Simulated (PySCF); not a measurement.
Coordinates in bohr (charge 1 multiplicity 3):
```
F     0.0000    0.0000    0.0000
Pd    0.0000    0.0000    3.8680
Pd    0.0000    0.0000   -3.8680
```

Computed with UPBE0 in PySCF with F def2-TZVP, Pd def2-TZVP with ECP28; scalar-relativistic core potentials, no spin–orbit coupling; density-fitted integrals.

This geometry of [Pd2F]+ is a stationary point at this level.

Q: What is the point group?

A: D∞h.

Q: Is it a minimum?

A: No: it has 2 imaginary modes (one degenerate set), at 55i cm⁻¹ (πu).

Q: Which band is strongest in the infrared?

A: 535 cm⁻¹ (σu+), 206 km/mol.

Q: What are the dipole moment and the gap between the highest occupied and lowest empty levels of either spin?

A: 0.00 D about the centre of mass and 3.84 eV.

Q: Give the atomic charges and bond orders.

A: 
```json
{"atom": "F1", "Mulliken": "-0.66", "Löwdin": "-0.31", "polar tensor": "-0.93", "spin (Mulliken)": "0.09", "Mayer order to F1": "–"}
{"atom": "Pd2,3", "Mulliken": "0.83", "Löwdin": "0.66", "polar tensor": "0.97", "spin (Mulliken)": "0.96", "Mayer order to F1": "0.28"}
```

Only a few start shapes were tried, so a lower isomer may exist. With open d or f shells other occupations or spin states may lie lower.
